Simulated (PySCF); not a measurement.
Dipole moment and polarisability of `C#C[Si@H](N)C1CC1`

Species: C₅H₉NSi.
Atom-mapped SMILES: `[CH:1]#[C:2][Si@H:3]([NH2:4])[CH:5]1[CH2:6][CH2:7]1` (hydrogens: H8 on C1; H9 on Si3; H10, H11 on N4; H12 on C5; H13, H14 on C6; H15, H16 on C7)

Cartesian coordinates in Å at the GFN2-xTB level; atoms count from 1:
```xyz
16
C5H9NSi angstrom
C      2.1027    0.4433    2.5556
C      1.6086    0.0775    1.5233
Si     0.8205   -0.5183   -0.0457
N      1.9539   -0.1783   -1.3004
C     -0.7166    0.4912   -0.4430
C     -1.9461    0.3407    0.4049
C     -1.9444   -0.1779   -0.9938
H      2.5418    0.7730    3.4536
H      0.4608   -1.9370    0.1502
H      2.8986   -0.5127   -1.2076
H      1.6575   -0.2323   -2.2609
H     -0.5340    1.4941   -0.8118
H     -1.9246   -0.3734    1.2148
H     -2.5308    1.2217    0.6267
H     -1.9271   -1.2483   -1.1399
H     -2.5284    0.3454   -1.7374
```

Level: wB97X-D/def2-SVPD (PySCF), static field, nuclei fixed, core orbitals frozen in the response. The polarisability tensor in these axes (au):

```
x   93.87  2.00  9.80
y    2.00 73.53  6.07
z    9.80  6.07 94.71
```

Q: What are the eigenvalues, a third of the trace, and Δα (Δα² = ½Σ(αi − αj)² over the three pairs)?

A: Principal values 71.89, 85.05 and 105.16 au; mean 87.37 au = 12.95 Å³ = 14.41 × 10⁻⁴⁰ C²·m²/J; Δα = 29.02 au (33 % of the mean).

Q: What is the dipole moment, and where does it point?

A: (0.03, -0.22, -0.78) D, 0.81 D in size, pointing from the negative to the positive side. Measured along this direction, the outermost atoms are H8 at the negative end and H11 at the positive end.

Q: What depolarisation ratio follows for Rayleigh scattering of linearly polarised light, taking the static tensor?

A: ρ = 3Δα²/(45ᾱ² + 4Δα²) = 2526.7/(343492 + 3369.0) = 0.00728.

Q: Find the Langevin capture rate constant for NO+ (29.998 u) meeting this molecule (111.050 u), k = 2.342 × 10⁻⁹ cm³/s × √(α in Å³ / reduced mass in u).

A: The reduced mass is 23.62 u, so k = 1.73 × 10⁻⁹ cm³/s. The formula leaves out the permanent dipole, which adds to the capture rate.

Q: Give the principal axes and the span of the nuclei along them.

A: Largest value along (0.66, 0.18, 0.73), where the nuclei span 7.21 Å; middle along (0.75, -0.20, -0.63), 5.57 Å; least along (0.03, 0.96, -0.27), 3.53 Å. The response follows the extents in order.

Isolated species at its GFN2-xTB geometry (one conformer only).
